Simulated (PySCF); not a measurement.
C3H5BO3. Atoms are numbered in the order given.

```xyz
12

O      2.0117    -0.5270    -0.9641
B      1.2001     0.3198    -0.2678
O      1.7688     1.5012     0.1057
C     -0.2687    -0.0408     0.0738
C     -1.3153     0.5092     0.7348
O     -2.2473    -0.4626     0.5719
C     -1.2291    -1.1894    -0.1694
H      1.5766    -1.3480    -1.2033
H      1.1636     2.0704     0.5856
H     -1.5584     1.4197     1.2923
H     -1.0079    -2.1473     0.3275
H     -1.5613    -1.3600    -1.2056
```

The structure is a stationary point at PBE0-D3(BJ)/def2-SVP. This is a generated structure with no PubChem entry under its InChIKey; it may be hypothetical. The values are those of a single conformer.

Level of theory: PySCF with PBE0-D3(BJ)/def2-SVP.

Frequencies are harmonic and unscaled.

Computed harmonic wavenumbers and intensities:
| mode | ν (cm⁻¹) | IR (km/mol) | moving atoms (share of kinetic energy) |
|---|---|---|---|
| 1 | 28 | 0.3 | C 39 %, O 31 %, H 30 % |
| 2 | 137 | 7.5 | O 53 %, C 30 %, H 15 % |
| 3 | 175 | 5.5 | C 54 %, O 38 % |
| 4 | 364 | 0.6 | O 67 %, C 20 %, H 13 % |
| 5 | 438 | 0.1 | H 73 %, O 18 %, C 9 % |
| 6 | 443 | 7.6 | C 36 %, O 33 %, H 24 % |
| 7 | 444 | 3.6 | H 61 %, C 20 %, O 18 % |
| 8 | 514 | 182.0 | H 91 % |
| 9 | 629 | 0.4 | O 61 %, B 23 % |
| 10 | 651 | 82.0 | B 72 %, O 12 %, C 10 % |
| 11 | 919 | 3.5 | H 55 %, C 41 % |
| 12 | 934 | 62.0 | O 47 %, C 34 %, H 19 % |
| 13 | 982 | 11.3 | H 44 %, C 30 %, O 23 % |
| 14 | 994 | 208.1 | H 71 %, O 17 %, C 11 % |
| 15 | 995 | 63.0 | H 66 %, C 28 % |
| 16 | 1009 | 62.1 | H 40 %, C 39 %, O 20 % |
| 17 | 1098 | 27.6 | C 45 %, H 41 %, O 13 % |
| 18 | 1131 | 2.1 | H 87 % |
| 19 | 1166 | 186.6 | C 50 %, H 27 %, O 18 % |
| 20 | 1237 | 70.0 | H 68 %, C 21 % |
| 21 | 1311 | 164.0 | C 43 %, H 27 %, O 16 %, B 13 % |
| 22 | 1424 | 140.3 | B 35 %, C 25 %, H 22 %, O 18 % |
| 23 | 1464 | 11.6 | H 80 %, C 15 % |
| 24 | 1475 | 251.4 | B 72 %, O 19 % |
| 25 | 1693 | 218.6 | C 88 % |
| 26 | 3083 | 18.9 | H 95 % |
| 27 | 3158 | 8.8 | H 90 %, C 10 % |
| 28 | 3220 | 6.5 | H 91 %, C 9 % |
| 29 | 3956 | 82.4 | H 94 % |
| 30 | 3957 | 40.1 | H 94 % |
